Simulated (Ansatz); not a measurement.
Consider the isomerisation: `O=C1CBO1` → `OBC#CO`.

Calculated with Ansatz (gas phase, PBE0-D4/def2-TZVP geometries, no zero-point term in ΔE). CCSD(T)/CBS adds triple-zeta CCSD(T) − MP2 to the extrapolated MP2 energy (def2 sets, frozen cores). DFT in def2-TZVPP. B3LYP here is the variant with VWN-RPA as its local correlation; programs differ in this. Each species was taken in one conformer, which may not be the lowest.

```csv
level,ΔE (kJ/mol)
B3LYP,97.5
CCSD/def2-SVP,121.7
```

**Question.** What does CCSD(T)/CBS give? (An estimate is asked.)

**Answer.** The calculation gave: +104.4 kJ/mol. The listed levels differ from it by -6.9, 17.3 kJ/mol.

Largest T1 diagnostic among the species: 0.016.

From BLYP to BHLYP (50 % exact exchange), in def2-TZVPP and without D4, ΔE moves by +12.8 kJ/mol. At CCSD(T), def2-SVP lies +19.9 kJ/mol from the extrapolated value and def2-TZVPP +5.5 kJ/mol. The D4 term adds +3.3 kJ/mol with B3LYP and +1.5 kJ/mol with PBE0; it sums over pairs of atoms, weighted by their polarisabilities, and B3LYP, whose exchange is more repulsive, gets the larger term.
